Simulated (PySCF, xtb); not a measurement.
AuCl, SMILES [Au][Cl], multiplicity 1.

xtb 6.7.1 with GFN2-xTB at its own geometry gives an orbital gap of 3.33 eV and a dipole moment of 4.43 D.

The structure is a stationary point at PBE-D3(BJ)/def2-TZVPD. The multiplicity is an assumed one; other spin states were not compared. The def2 effective core potentials stand for the cores of Au; spin–orbit coupling is left out.

### Question
What does B3LYP/def2-TZVPD in PySCF give? (An estimate is asked for; the answer gives what the named calculation found.)

### Answer
gap 3.65 eV (levels -7.84 and -4.19 eV), dipole 3.68 D.
